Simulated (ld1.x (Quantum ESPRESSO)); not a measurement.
Pseudopotential generation for hafnium (Hf): TM, PBE, scalar-relativistic.

ld1.x (Quantum ESPRESSO) 7.5 input, shortened:

```
&input
   title='Hf', zed=72., rel=1, dft='PBE', iswitch=3,
   config='[Xe] 4f14 5d2 6s2 6p0'
 /
 &inputp
   pseudotype=2, tm=.true., lloc=0,
   nlcc=.true., rcore=1.00
 /
3
5P  2  1   6.00   0.00  1.65  1.65  0.0
5D  3  2   2.00   0.00  2.25  2.25  0.0
5S  1  0   2.00   0.00  1.35  1.35  0.0
 &test
   configts(1)='5s2 5p6 5d2 6s2 6p0'
 /
```

Occupied shells without a wave of their own: 6s. They enter only through the test configuration that unscreens the potential, and ld1.x also counts them in the model core charge.

All-electron outer shells of the reference configuration (PBE, scalar-relativistic, ld1.x):

```
shell  level (eV)  outermost node (bohr)  outermost maximum (bohr)
   4d     -206.67                   0.23                      0.47
   5s      -67.02                   0.55                      1.01
   5p      -35.57                   0.60                      1.16
   4f      -16.83                      –                      0.45
   6s       -5.11                   1.37                      2.89
   5d       -2.69                   0.67                      1.69
   6p       -1.40                   1.66                      4.05
```

Results:

```
Cutoffs needed           : 80 Ry and 140 Ry (the cutoffs (Ry, on a coarse ladder) from which the occupation-weighted sum of valence levels, in a spherical-Bessel basis at the reference potential, stays within 10 and 1 mRy of its value at 400 Ry)
Ghost test               : no extra level below or beside the all-electron valence levels (p, d, s, f tested) (spherical-Bessel basis up to 400 Ry, 20 bohr box)
Largest excitation error : -2303 meV (all-electron minus pseudo) for 5s2 5p6 5d0 6s0 6p0, out of 7 test configurations
```

ld1.x takes every shell without a wave as core, so the model core holds the 6s electrons as well and exchange and correlation see them twice. This cancels in the reference configuration, but the file is broken for other ones, and its errors say nothing about a proper core correction.

Generation and tests took about 2.2 s on one core of a shared server CPU.
